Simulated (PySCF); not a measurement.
Molecule: `CB(C)C`, C3H9B.

Cartesian coordinates in Å; atom numbers follow the order of the lines, from 1:
```xyz
13

C    -0.4729    1.5067   -0.0497
B     0.0091    0.0046   -0.0202
C     1.5435   -0.3453    0.0811
C    -1.0596   -1.1562   -0.0566
H    -0.8895    1.7675    0.9239
H     0.3152    2.2250   -0.2616
H    -1.2762    1.6664   -0.7668
H     1.8304   -0.3190    1.1336
H     2.1874    0.3695   -0.4266
H     1.7887   -1.3412   -0.2812
H    -2.0468   -0.8545    0.2864
H    -1.1777   -1.4882   -1.0893
H    -0.7560   -2.0347    0.5093
```

Frames of a GFN2-xTB Langevin trajectory at 300 K; GIAO PBE0/pcSseg-1 shieldings in PySCF, gas phase, non-relativistic; equivalent atoms averaged within each frame.

Chemical shifts δ = σref − σ; TMS for $^{13}$C (186.93 ppm) and $^{1}$H (31.72 ppm); BF3·OEt2 for $^{11}$B (100.07 ppm), all at this level. The references are static minima.

Q: How do the shifts (ppm) fluctuate along the trajectory?

A: 
```
         time (fs)  C1/C3/C4    B2  H5/H6/H7/H8/H9/H10/H11/H12/H13
optimised geometry      16.3  89.9                            0.90
               250      14.6  89.7                            0.57
               425      15.1  90.8                            0.75
               625      19.8  90.6                            1.65
               800      19.4  91.3                            1.20
              1000      13.6  88.1                            0.55
    mean of frames      16.5  90.1                            0.94
standard deviation       2.9   1.2                            0.47
```

5 frames give an uncertainty of the mean of about the standard deviation over 2.2 at best, since frames this close in time may not be independent; classical motion lacks zero-point vibration, and the reference would need the same averaging.
